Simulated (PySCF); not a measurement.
Ge(Vi)4, SMILES C=[CH][Ge]([CH]=C)([CH]=C)[CH]=C (C8H12Ge), singlet (GFN2-xTB optimised geometry):

```
21

C     -2.437    -2.433    -1.666
C     -1.492    -1.510    -1.638
Ge    -0.868    -0.610     0.000
C     -1.506     1.256     0.000
C     -2.415     1.730    -0.833
C     -1.529    -1.554     1.595
C     -2.402    -1.054     2.451
C      1.103    -0.610     0.000
C      1.850    -0.959     1.033
H     -2.930    -2.757    -0.762
H     -2.763    -2.908    -2.580
H     -1.018    -1.211    -2.565
H     -1.071     1.914     0.742
H     -2.867     1.102    -1.585
H     -2.751     2.757    -0.808
H     -1.145    -2.555     1.754
H     -2.809    -0.062     2.322
H     -2.753    -1.601     3.315
H      1.587    -0.291    -0.916
H      2.930    -0.943     1.004
H      1.407    -1.280     1.963
```

Method: CAM-B3LYP/def2-SVP (PySCF 2.14.0).

Problem. What are the frontier orbital energies and the dipole moment?

Solution. HOMO-2 -9.05 eV, HOMO-1 -8.86 eV, HOMO -8.81 eV, LUMO 0.94 eV, LUMO+1 1.18 eV; dipole moment 0.16 D.

On the same geometry PBE/def2-SVP in PySCF gives HOMO-2 -6.56 eV, HOMO-1 -6.40 eV, HOMO -6.36 eV, LUMO -1.26 eV, LUMO+1 -1.06 eV; dipole moment 0.14 D.

Meta-Löwdin charges at CAM-B3LYP/def2-SVP: C1 -0.20, C2 -0.29, Ge3 0.74, C4 -0.29, C5 -0.19, C6 -0.29, C7 -0.19, C8 -0.29, C9 -0.20, H10 0.10, H11 0.10, H12 0.10, H13 0.10, H14 0.10, H15 0.10, H16 0.10, H17 0.10, H18 0.10, H19 0.10, H20 0.10, H21 0.10.
